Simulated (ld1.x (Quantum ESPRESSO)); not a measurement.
The numbers below are computed, except where a source is named.
# Potentials for carbon compared

Generated with ld1.x 7.5 (TM, RRKJ, ultrasoft, PAW), atompaw 4.2 or ONCVPSP 4.0.1. The cutoff is in Ry: for ld1.x and atompaw files where the sum of valence levels is converged to 10 mRy in a Bessel basis, for ONCV files where the hardest occupied wave has 1 mHa per electron of residual kinetic energy. The error is the largest all-electron minus pseudo excitation energy over each file’s own four to seven test configurations (ionisations up to +4, promotions, holes and added fractions of an electron), all of which were solved. The labels leave out finer settings (local radius, basis sizes, second energies), which also bear on the numbers. Spin-polarised tests are not counted. The rows are a selection from randomly drawn settings: files with unsolved tests, undetermined cutoffs or missed reference levels are left out.

| potential | cutoff (Ry) | largest error (meV) | bound ghosts |
| --- | --- | --- | --- |
| PAW, BP86, non-relativistic, rc 1.40/2.10 (sp), local smoothed, core correction yes, reference 2s2 2p2 | 15 | -14 | none |
| RRKJ, PBE, scalar-relativistic, rc 1.05/2.15/1.38 (spd), local smoothed, core correction no, reference 2s2 2p2 | 50 | +961 | none |
| ultrasoft, LDA (PZ), fully relativistic, rc 1.25/3.25 (sp), local smoothed, core correction yes, reference 2s2 2p1.5 | 8 | +27 | none |
| TM, PW91, scalar-relativistic, rc 1.15/2.10 (sp), local smoothed, core correction no, reference 2s2 2p2 | 35 | +709 | none |
| TM, PBE, scalar-relativistic, rc 1.35/2.25/2.00 (spd), local d, core correction yes, reference 2s2 2p2 | 30 | +897 | none |
| TM, PBEsol, scalar-relativistic, rc 1.35/1.90 (sp), local smoothed, core correction no, reference 2s2 2p2 | 35 | +491 | none |
| PAW, BLYP, scalar-relativistic, rc 1.15/2.60/2.35 (spd), local smoothed, core correction yes, reference 2s2 2p2 | 18 | -17 | none |

(1) Fill in the row for C: TM, revPBE, scalar-relativistic, rc 0.80/1.40/1.05 (spd), local s, core correction no, reference 2s2 2p1.5.

## Answers

(1) cutoff 100 Ry, largest error +238 meV, bound ghosts: none.
